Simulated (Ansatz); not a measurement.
Species: C2H7BN (charge 0, doublet). It need not be the lowest isomer of its formula. SMILES: C[B]NC
Geometry from a B3LYP-D3(BJ)/def2-TZVP (Ansatz, a quantum-chemistry and plane-wave program) optimisation:
```xyz
11

C      1.9986     0.4366    -0.3325
B      0.5007     0.5509     0.0912
N     -0.4841    -0.4027    -0.0368
C     -1.8806    -0.2916     0.3600
H      2.2602     1.2114    -1.0579
H      2.2425    -0.5376    -0.7791
H      2.6601     0.5859     0.5249
H     -0.2526    -1.3015    -0.4506
H     -2.0451     0.6940     0.7911
H     -2.1412    -1.0460     1.1069
H     -2.5468    -0.4116    -0.4983
```
Charge 0, spin multiplicity 2.

Property: atomisation energy (electronic, to ground-state atoms), in kcal/mol. Cores are frozen in the correlated levels unless marked. UHF or UKS for open shells. Spin-orbit coupling is left out. No relativistic terms. The coupled-cluster limit lacks core correlation, which all-electron functionals hold. CBS marks a two-point X^-3 extrapolation of the correlation energy; Hartree-Fock from the larger set.

```json
[
 {"level": "PBE0/STO-3G", "program": "Ansatz", "atomisation energy (kcal/mol)": "1175.5"}
]
```

**Question.** What does CCSD(T)/CBS(cc-pVTZ,cc-pVQZ) (Ansatz) give?

**Answer.** 980.0 kcal/mol
